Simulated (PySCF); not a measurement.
CdH₃NSe, SMILES [NH2][Cd][SeH].

Geometry: B3LYP-D3(BJ)/def2-SVP. The structure was generated by enumeration; whether it is a known compound was not checked. The def2 effective core potentials stand for the cores of Cd; spin–orbit coupling is left out. Other conformers were not sampled.

All values below come from PySCF with B3LYP/def2-TZVPD.

Symmetry labels are those of the subgroup Cs that the program uses (full group Cs).

Task: List the valence orbital energies around the gap with their symmetry. (Estimate from the structure and the level; the computed values follow.)

Result: 
```tsv
orbital	symmetry	energy (eV)
HOMO−7	A'	-14.76
HOMO−6	A"	-14.76
HOMO−5	A"	-12.27
HOMO−4	A'	-10.31
HOMO−3	A'	-9.63
HOMO−2	A'	-8.15
HOMO−1	A'	-6.83
HOMO	A"	-6.63
LUMO	A'	-1.57
LUMO+1	A'	-0.65
LUMO+2	A"	-0.57
LUMO+3	A'	-0.04
```
